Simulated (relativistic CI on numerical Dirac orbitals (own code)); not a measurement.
**Pt III: calculation against measurement**

Method of calculation: Dirac-Coulomb-Breit CI, KLI orbitals optimised for each configuration, QED by a radiative potential, valence Slater integrals scaled by 0.85, P86 correlation energy added to each configuration (own radial code, finite nucleus).

Configuration list (outside the closed core [Xe] 4f14): 5d8, 5d7.6s, 5d7.6p, 5d7.5f, 5d6.6s.6p, 5d7.7s, 5d7.6d, 5d7.7p, 5d7.7d, 5d7.6f, 5d7.5g, 5d7.7f, 5d7.6g. Double excitations out of closed p, d and f shells are left out; levels of such configurations are missing from the list, as are those of other unlisted configurations, and high levels can miss mixing partners.

```csv
Configuration,Term (tabulated),J,Measured (cm⁻¹),Computed,Error,Purity (%)
5d8,3F,4,0.0,0,0,96
5d8,3F,3,9751.7,8923,-828,99
5d8,3P,0,14939.0,16093,1154,83
5d8,3P,1,16781.6,17458,676,92
5d8,1G,4,21330.8,21470,139,92
5d7.6s,5F,5,21836.7,24894,3057,89
```

Measured levels from NIST levels as listed in McCann et al., Mon. Not. R. Astron. Soc. 538, 537 (2025); pairs were made by configuration, J and term (by order where the table uses no LS term), so strongly mixed levels may be paired wrongly.

Mean error by configuration (cm⁻¹): 5d8 285; 5d7.6s 3057. Over the excited levels the mean absolute error is 1171 cm⁻¹ (5 of the 7 excited levels that our extract of the source holds in range could be paired, and the others can miss by more), and the median relative error of those above 1,000 cm⁻¹ is 7.7 %. Some levels of the ground configuration have no partner.
